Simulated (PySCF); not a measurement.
Molecule: (CH3CH2)3CF (CCC(F)(CC)CC, C₇H₁₅F).

Geometry (Å), atoms numbered from 1 in this order:
```xyz
23

C     2.694    0.415    0.784
C     1.723   -0.176   -0.224
C     0.282   -0.298    0.267
F     0.310   -1.128    1.396
C    -0.572   -1.010   -0.781
C    -2.007   -1.280   -0.362
C    -0.316    1.022    0.749
C    -0.462    2.098   -0.313
H     2.626   -0.122    1.741
H     2.496    1.480    0.979
H     3.730    0.335    0.423
H     1.728    0.409   -1.158
H     2.052   -1.192   -0.500
H    -0.544   -0.424   -1.714
H    -0.068   -1.964   -1.007
H    -2.595   -0.354   -0.268
H    -2.517   -1.917   -1.100
H    -2.033   -1.798    0.608
H     0.312    1.386    1.578
H    -1.294    0.796    1.200
H    -0.900    3.011    0.117
H     0.507    2.378   -0.753
H    -1.120    1.778   -1.136
```

Geometry PBE0-D3(BJ)/def2-SVP throughout; GIAO in PySCF 2.14, gas phase, one conformer, non-relativistic; equivalent atoms averaged; basis pcSseg-1.

Q: How do the shifts δ (against TMS, CFCl3 at the same level) depend on the functional? (ppm; last column core-seconds on shared hosts with different chips, so compare them loosely; the GGAs took longer than the global hybrids here, which isn't the general rule, and the cause wasn't traced)

A: 
| functional | kind | C3 | C2/C5/C7 | C1/C6/C8 | F4 | H12/H13/H14/H15/H19/H20 | H9/H10/H11/H16/H17/H18/H21/H22/H23 | core-s |
| --- | --- | --- | --- | --- | --- | --- | --- | --- |
| OPBE | GGA | 94.7 | 29.8 | 9.7 | -196.4 | 1.46 | 0.89 | 46 |
| KT2 | GGA | 97.0 | 31.1 | 9.4 | -207.8 | 1.47 | 0.91 | 47 |
| B97-D | GGA | 98.3 | 31.8 | 10.4 | -198.5 | 1.49 | 0.95 | 43 |
| PBE0 | global hybrid | 96.2 | 30.2 | 9.0 | -186.6 | 1.40 | 0.90 | 35 |
| mPW1PW91 | global hybrid | 96.2 | 30.2 | 9.2 | -186.4 | 1.40 | 0.90 | 35 |
| B97-2 | global hybrid | 95.4 | 30.3 | 9.8 | -186.1 | 1.41 | 0.92 | 32 |
| BHandHLYP | global hybrid | 93.6 | 29.9 | 9.3 | -174.1 | 1.35 | 0.93 | 32 |
| CAM-B3LYP | range-separated hybrid | 97.6 | 30.8 | 8.8 | -179.7 | 1.40 | 0.92 | 49 |
| wB97X-D | range-separated hybrid | 96.4 | 30.3 | 9.4 | -180.6 | 1.37 | 0.91 | 47 |

Q: Which nucleus moves most, in ppm?

A: F4 (fluorine on an sp3 carbon): from -207.8 ppm with KT2 to -174.1 ppm with BHandHLYP. The smallest spread is 0.06 ppm, at H9/H10/H11/H16/H17/H18/H21/H22/H23. Proton shifts span only some 12 ppm, so a few tenths of a ppm matter as much there as several ppm in carbon.
